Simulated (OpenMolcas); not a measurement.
# Ce3+ in a ligand field

Ce3+ with 6 ligands (bromide) in trigonal antiprismatic coordination (D3d) at 2.92 Å, a polar angle of 57.5° against the regular 54.74°. A charge of +0.5 e stands 2.6 Å behind each ligand. Ligand basis ANO-RCC-VDZP.
```
Ce    0.0000    0.0000    0.0000
Br    0.0000    2.4619    1.5701
Br   -2.1321   -1.2310    1.5701
Br    2.1321   -1.2310    1.5701
Br    0.0000   -2.4619   -1.5701
Br    2.1321    1.2310   -1.5701
Br   -2.1321    1.2310   -1.5701
```

- Program: OpenMolcas 26.06
- Method: SS-CASPT2, IPEA 0.25 Eh, imaginary shift 0.1 Eh (closed shells correlated: 5s 5p and the ligand valence shells)
- Basis: ANO-RCC-VDZP [7s6p4d2f1g]
- Scalar Hamiltonian: DKH2, point nucleus
- Active space: 1 electron in 7 orbitals (4f)
- State averaging: 2S+1 = 2 odd, 7 roots
- Spin-orbit coupling: state interaction with AMFI integrals over the reference wave functions

The lowest spin-free states (labels of D3, the rotations of D3d), above the lowest:

```json
{"State": "2E", "Degeneracy": "2", "E (cm-1)": "0", "Free-ion L (%)": "F (100)"}
{"State": "2A2", "Degeneracy": "1", "E (cm-1)": "20", "Free-ion L (%)": "F (100)"}
{"State": "2A1", "Degeneracy": "1", "E (cm-1)": "380", "Free-ion L (%)": "F (100)"}
{"State": "2E", "Degeneracy": "2", "E (cm-1)": "490", "Free-ion L (%)": "F (100)"}
{"State": "2A2", "Degeneracy": "1", "E (cm-1)": "810", "Free-ion L (%)": "F (100)"}
```

The lowest levels with spin-orbit coupling:

```tsv
E (cm-1)	Degeneracy	Label	2S+1	J	|mJ| (%)	g
0	2	E1/2	2	2.51	1/2 (81)	0.13 2.06 2.06
260	2	E3/2	2	2.50	3/2 (100)	0.00 0.00 2.67
490	2	E1/2	2	2.50	5/2 (81)	0.55 0.55 3.30
2370	2	E1/2	2	3.50	1/2 (73)	1.58 4.09 4.09
2510	2	E3/2	2	3.48	3/2 (100)	0.00 0.00 3.23
2750	2	E1/2	2	3.49	5/2 (67)	1.28 2.78 2.78
2960	2	E1/2	2	3.48	7/2 (51)	3.17 3.30 3.30
```

Powder χT (cm3 K/mol): 0.27 at 2 K, 0.287 at 10 K, 0.377 at 50 K, 0.482 at 100 K, 0.627 at 200 K, 0.702 at 300 K. The effective moment at 300 K is 2.828 √(χT) = 2.37 μB.

Hund's rules give f1 the level 2F5/2 with g = 0.857, so an isolated free-ion multiplet has χT = g² J(J+1) / 8 = 0.804 cm3 K/mol. The computed 0.702 at 300 K differs by -13 %, through the field's splitting, the mixing of terms and any other multiplet in reach.

Roots that are degenerate in the reference are averaged as groups; the widest CASPT2 spread within a group is 17 cm-1 (the 2-fold group of multiplicity 2 near 0 cm-1 above the lowest state of its run). Shifts and gaps below about the spread of the groups concerned are not significant. Over all roots computed the reference weight is 0.69; a low but even weight reflects the number of correlated electrons. Splittings of an f shell from a small cluster at a set distance can be off by tens of per cent, mostly too small. No measured value stands beside these numbers; the geometry was imposed, not optimised, and the real ion may take another.
